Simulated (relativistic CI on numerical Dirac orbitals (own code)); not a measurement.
# Xe VIII: calculation against measurement

Calculated at this level of theory: Dirac-Coulomb-Breit CI, orbitals from a KLI potential per configuration, a model potential for QED, valence Slater integrals scaled by 0.9, P86 correlation estimate, and configurations built on the next ion tied to the tabulated ionisation energy (semi-empirical) (own radial code, finite nucleus).

CI space (outside the closed core [Kr]): 4d¹⁰5s, 4d¹⁰5p, 4d¹⁰5d, 4d¹⁰6s, 4d¹⁰4f, 4d¹⁰5f, 4d¹⁰5g, 4d⁹5s4f, 4d⁹5s², 4d¹⁰6p, 4d⁸5s5p², 4d⁹5p², 4d¹⁰6d, 4d⁹5s5p, 4d¹⁰7s, 4d¹⁰7p, 4d⁹4f5p, 4d¹⁰6f, 4d⁸5s4f², 4d¹⁰7d, 4d⁹5p5d, 4d⁸5s5d², 4d⁹4f², 4d⁸5s²5p. Levels of other configurations are missing.

| Configuration | Term (tabulated) | J | Measured (cm⁻¹) | Computed | Error | Purity (%) |
| --- | --- | --- | --- | --- | --- | --- |
| 4d¹⁰5s | 2S | 1/2 | 0.0 | 0 | 0 | 98 |
| 4d¹⁰5p | 2P° | 1/2 | 116467.0 | 124171 | 7704 | 100 |
| 4d¹⁰5p | 2P° | 3/2 | 135052.0 | 142177 | 7125 | 100 |
| 4d¹⁰4f | 2F° | 5/2 | 265161.0 | 271044 | 5883 | 100 |
| 4d¹⁰4f | 2F° | 7/2 | 265711.0 | 271386 | 5675 | 100 |
| 4d¹⁰5d | 2D | 3/2 | 309888.0 | 314967 | 5079 | 100 |
| 4d¹⁰5d | 2D | 5/2 | 312816.0 | 317831 | 5015 | 100 |
| 4d¹⁰6s | 2S | 1/2 | 395497.0 | 399130 | 3633 | 100 |
| 4d¹⁰6p | 2P° | 1/2 | 443378.0 | 446723 | 3345 | 100 |
| 4d¹⁰6p | 2P° | 3/2 | 450773.0 | 453891 | 3118 | 100 |
| 4d¹⁰5f | 2F° | 5/2 | 497579.0 | 501890 | 4311 | 100 |
| 4d¹⁰5f | 2F° | 7/2 | 498018.0 | 502277 | 4259 | 100 |
| 4d¹⁰6d | 2D | 3/2 | 527425.0 | 530215 | 2790 | 100 |
| 4d¹⁰6d | 2D | 5/2 | 528794.0 | 531539 | 2745 | 100 |
| 4d¹⁰7s | 2S | 1/2 | 565296.0 | 567905 | 2609 | 100 |
| 4d¹⁰7p | 2P° | 1/2 | 589827.0 | 591899 | 2072 | 99 |
| 4d¹⁰7p | 2P° | 3/2 | 593781.0 | 595554 | 1773 | 82 |
| 4d¹⁰6f | 2F° | 5/2 | 616368.0 | 619832 | 3464 | 100 |
| 4d¹⁰6f | 2F° | 7/2 | 616708.0 | 620020 | 3312 | 99 |
| 4d¹⁰7d | 2D | 3/2 | 634595.0 | 636478 | 1883 | 100 |
| 4d¹⁰7d | 2D | 5/2 | 635355.0 | 637224 | 1869 | 100 |
| 4d⁹5s4f | 2P° † | 1/2 | 811260.0 | 703997 | -107263 | 95 |
| 4d⁹5s4f | 2P° † | 3/2 | 811400.0 | 708871 | -102529 | 87 |

Measured levels from Saloman, J. Phys. Chem. Ref. Data 33, 765 (2004); pairs were made by configuration, J and term (by order where the table uses no LS term), so strongly mixed levels may be paired wrongly.

Mean error by configuration (cm⁻¹): 4d¹⁰5p 7414; 4d¹⁰4f 5779; 4d¹⁰5d 5047; 4d¹⁰6s 3633; 4d¹⁰6p 3231; 4d¹⁰5f 4285; 4d¹⁰6d 2767; 4d¹⁰7s 2609; 4d¹⁰7p 1922; 4d¹⁰6f 3388; 4d¹⁰7d 1876. Over the excited levels the mean absolute error is 3883 cm⁻¹ (22 of the 39 excited levels that our extract of the source holds in range could be paired, and the others can miss by more), and the median relative error of those above 1,000 cm⁻¹ is 0.72 %. † marks terms whose computed intervals miss the measured ones by more than a factor of 2.5, or configurations far off the rest, from wrong mixing, a near crossing or a doubtful label or measurement; they are left out of the means.
